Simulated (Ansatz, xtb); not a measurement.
## Ranking isomers of C6H4S

6 gas-phase structures of C6H4S, from a drawn sample of its isomers (lower ones may exist). Each was relaxed with GFN2-xTB:

A. `C#CC#CC(C)=S`, a singlet
B. `C#CC1=CC(=S)C1`, a singlet
C. `C=CC#CC=C=S`, a singlet
D. `C#CC(=C)C=C=S`, a singlet
E. `C#CC(=C=S)C=C`, a singlet
F. `C#CC(=S)C#CC`, a singlet

**Question.** Which do you expect lowest at r2SCAN-D4/def2-SVP, and how would the others follow?

**Answer.** Calculated order at r2SCAN-D4/def2-SVP: C (0.0), B (7.4), D (14.6), E (19.0), A (39.4), F (68.0) kJ/mol.

Energies above the lowest of each column, in kJ/mol; the last columns are at PBE0-D3(BJ)/def2-SVP geometries (a dash: not run or not comparable):

```
structure  GFN2-xTB  HF/STO-3G  r2SCAN-D4/def2-SVP  PBE0-D3(BJ)/def2-SVP  CCSD(T)/def2-SVP + ΔMP2/def2-TZVPP
        C      17.3       36.1                 0.0                   6.2                                 0.0
        B       0.0        0.0                 7.4                   0.0                                 5.3
        D      25.6       53.1                14.6                  20.0                                 0.8
        E      31.5       50.6                19.0                  23.4                                 4.3
        A      24.3       49.2                39.4                  47.7                                34.8
        F      30.9       52.5                68.0                  70.7                                   –
```

CCSD(T)/def2-SVP + ΔMP2/def2-TZVPP puts C lowest of those it was run on, with D within 1 kcal/mol; GFN2-xTB picks B, HF/STO-3G picks B, PBE0-D3(BJ)/def2-SVP picks B. CCSD(T)/def2-SVP + ΔMP2/def2-TZVPP orders those it was run on as C (0.0), D (0.8), E (4.3), B (5.3), A (34.8) kJ/mol. Less than 1 kcal/mol parts C and D; D and E; E and B, so the order within those pairs means little. Flexible structures stand in one conformer each, not always the lowest. Frequencies (GFN2-xTB) were run for A, B, C, D, E alone. ΔMP2 is the change of the MP2 energy from the smaller to the larger basis.

Over these structures GFN2-xTB departs from r2SCAN-D4/def2-SVP by 16.7 kJ/mol on average once a common shift is removed. A GFN2-xTB relaxation took about 0.085 s and the r2SCAN-D4/def2-SVP energy about 2.6 s on a shared host (Ansatz 0.2.0, xtb 6.7.1).
